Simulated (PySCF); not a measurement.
Compound: C₄H₇ClOSi.
SMILES: `C/C=C(\[SiH3])C(=O)Cl`

Torsions of this conformer, `[CH3:1]/[CH:2]=[C:3](\[SiH3:4])[C:5](=[O:6])[Cl:7]`: C2–C3–C5–O6 155°.

The closed-shell ground state was solved at several levels (PySCF, density fitting, gas phase, non-relativistic). Isolated species at its GFN2-xTB geometry (one conformer only).

```tsv
level	basis functions	total energy (Eh)	HOMO (eV)	LUMO (eV)	gap (eV)	dipole (D)
B3LYP/def2-SVPD	210	-981.1881	-7.95	-2.33	5.62	4.13
PBE0/def2-SVPD	210	-980.6092	-8.20	-2.14	6.06	4.15
```

Task: Estimate the row for PBE0/pcSseg-1, a basis of 168 functions; the other rows only guide the guess.

Result: Total energy -980.9370 Eh, HOMO -8.19 eV, LUMO -2.07 eV, gap 6.12 eV, dipole 4.20 D.

Task: Over all these levels, which gives the widest orbital gap and which the narrowest?

Result: PBE0/pcSseg-1 (global hybrid, 25 % exact exchange) has the widest, 6.12 eV, and B3LYP/def2-SVPD (global hybrid, 20 % exact exchange) the narrowest, 5.62 eV. Functional and basis both differ between the two, so the spread mixes both effects.

Task: How far do the dipole and the HOMO energy spread over the levels?

Result: The dipole runs from 4.13 to 4.20 D (mean 4.16 D) and the HOMO from -8.20 to -7.95 eV.
